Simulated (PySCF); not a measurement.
HO3W, SMILES [O]=[W](=[O])[OH] (connectivity only; charge and spin as stated), neutral, multiplicity 2. Atoms are numbered in the order given.

```xyz
5

W      0.0000     0.0371    -0.0919
O      1.3236     1.0257     0.4086
O     -1.4982     0.7935     0.3089
O      0.2177    -1.8431     0.0783
H     -0.3478    -2.5506     0.4363
```
Charge 0, spin multiplicity 2.

The structure is a stationary point at PBE-D3(BJ)/def2-SVP. The multiplicity is an assumed one; other spin states were not compared. The isomer is the one that the SMILES or the coordinates give; other isomers of the formula were not compared. The def2 effective core potentials stand for the cores of W; spin–orbit coupling is left out. Other conformers were not sampled.

Method: CAM-B3LYP/def2-TZVPD (PySCF).

Mulliken values depend strongly on the basis, most of all with diffuse functions as here. ESP charges are fitted to the potential on shells at 1.4 to 2.0 van der Waals radii. Atomic charges (e):

```
atom  ESP fit  Mulliken  Mulliken spin
----  -------  --------  -------------
W1       1.10      1.47           1.11
O2      -0.45     -0.56          -0.05
O3      -0.48     -0.57          -0.04
O4      -0.59     -0.66          -0.03
H5       0.42      0.31           0.01
```
